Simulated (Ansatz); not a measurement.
Molecule: CF3, charge 1, multiplicity 1. 
Structure (B3LYP-D3(BJ)/def2-TZVP (Ansatz, a first-principles code) minimum search):
```xyz
4

F     -0.5925     1.0837     0.0403
C      0.0000     0.0000     0.0000
F     -0.6429    -1.0542    -0.0471
F      1.2353    -0.0294     0.0068
```
Charge +1, spin multiplicity 1.

Parts of the frozen-core correlation energy in STO-3G (Ansatz, hartree). Frozen orbitals: 4; correlated occupied orbitals by spin: 12 and 12; virtual: 4 and 4. No spin-orbit coupling. No relativistic terms.

```csv
term,value
reference (HF),-331.21456
MP2 opposite-spin,-0.10575
MP2 same-spin,-0.03464
CCSD correlation,-0.15539
(T),-0.01262
FCI minus CCSD(T),-0.00108
T1 diagnostic,0.016
largest doubles amplitude,0.057
```
